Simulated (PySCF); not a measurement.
## How methods differ on the excitation energy of C

C [He] 2s2 2p2 (3P) → C [He] 2s2 2p1 3s1 (3P), as a difference of total energies. All numbers are calculated (PySCF 2.14, the spin-free X2C one-electron Hamiltonian (Gaussian nucleus), in aug-cc-pCVTZ-DK). Correlated levels: valence and next inner shell: nothing frozen. The calculations carry no spin-orbit coupling.

```csv
method,excitation energy (eV),error (eV)
UHF,7.552,+0.070
MP2 (valence and next inner shell),7.834,+0.352
SCS-MP2 (valence and next inner shell),7.727,+0.245
CCSD (valence and next inner shell),7.671,+0.189
CCSD(T) (valence and next inner shell),7.666,+0.184
```

Reference: 7.482 eV (measured; NIST levels, between the centres of gravity of the two terms).

Errors of the correlated levels include the incompleteness of this basis.

The promoted electron is Rydberg-like, and one or two diffuse shells describe it only roughly, which tends to raise the upper state.
